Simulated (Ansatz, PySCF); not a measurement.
Si(Cl)2(OH)(SiH3) (Cl2H4OSi2), SMILES Cl[Si]([SiH3])(O)Cl.

Coordinates come from a r2SCAN-D4/def2-SVP optimisation. One conformer was computed; it need not be the lowest.

Vertical ionisation energy (IE) and electron affinity (EA) in eV. Rows of orbital energies are one-electron estimates. Where ΔSCF, EOM or ADC give a negative EA the extra electron is unbound and the value depends on the basis.

| level | IE | EA |
|---|---|---|
| −ε(HOMO), −ε(LUMO), ωB97X/def2-TZVP (PySCF) | 10.89 | -1.72 |
| ΔSCF, PBE0/def2-TZVPD (Ansatz), final states of multiplicity 2 and 2 | 10.49 | -0.57 |

Problem. What vertical singlet–triplet gap does ΔSCF give with PBE0/def2-TZVPD (Ansatz, a quantum-chemistry and plane-wave program)? (Estimate from the structure and the level; the computed values follow.)

Solution. 6.01 eV (triplet above singlet where positive).
